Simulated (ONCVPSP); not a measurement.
## PBEsol ONCV dataset for zirconium (Zr), scalar-relativistic all-electron reference.

ONCVPSP 4.0.1 input, shortened (lines: element, Z, core and valence counts, functional; n l f; lmax; l rc ep ncon nbas qcut; lloc lpopt rc5 dvloc0; l nproj debl; icmod fcfact rcfact), PBEsol, scalar-relativistic:

```
  Zr 40.00    8    2  -116133      upf
    1    0    2.00
    2    0    2.00
    2    1    6.00
    3    0    2.00
    3    1    6.00
    3    2   10.00
    4    0    2.00
    4    1    6.00
    4    2    2.00
    5    0    2.00
    3
    0    3.25    0.00    4    9    1.70
    1    3.15    0.24    3    6    2.90
    2    3.10    0.00    3    7    6.10
    3    2.90    0.16    4    8    4.50
    4    5    1.95    0.00
    0    2    3.10
    1    3    0.40
    2    2    3.20
    3    2    2.60
    3    4.75    1.50
```

In the p channel the program set the typed energies aside and used 0.050, 0.450, 0.850 Ha.

(1) Estimate the cutoffs (Ha) at which the residual kinetic energy of the hardest occupied pseudo-wave falls to 1 and 0.1 mHa per electron.

(2) What does a ghost test show?

(3) Tests: 4d2 5s1; 4d2 5s0; 4d1 5s0; 4d3 5s0. Which has the largest error in its energy relative to the reference configuration, and how large is it?

Answers

(1) 10 Ha and 20 Ha. The cutoffs count occupied waves only; projector 2 of the f channel, the hardest unoccupied one, needs 37 Ha at the loose tolerance.

(2) Ghosts flagged at negative energy: p at -25.8 eV (a further GHOST(-) flag falls on a real empty level of the atom); GHOST(+) flagged for s at 32.2 eV, p at 85.6 eV, p at 247.5 eV. A true bound ghost makes a file unfit for plane-wave use.

(3) 4d1 5s0, with -710 meV (all-electron minus pseudo) on +42.67 eV.
